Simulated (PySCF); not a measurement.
F₃Ga, SMILES [F][Ga]([F])[F] (connectivity only; charge and spin as stated), charge +1, multiplicity 2.

The structure is a stationary point at B3LYP-D3(BJ)/def2-SVP. A frequency run showed that this geometry is not a minimum. The spin state was assumed, not searched. The isomer is the one that the SMILES or the coordinates give; other isomers of the formula were not compared.

All values below come from B3LYP-D3(BJ)/def2-SVP run with PySCF 2.14.0.

Frequencies are harmonic and unscaled.

| mode | ν (cm⁻¹) | IR (km/mol) | moving atoms (share of kinetic energy) |
|---|---|---|---|
| 1 | 75i | 0.1 | F 92 %, Ga 8 % |
| 2 | 156 | 40.7 | F 61 %, Ga 39 % |
| 3 | 159 | 44.3 | F 79 %, Ga 21 % |
| 4 | 211 | 1.0 | F 76 %, Ga 24 % |
| 5 | 701 | 0.0 | F 100 % |
| 6 | 872 | 24.1 | F 66 %, Ga 34 % |
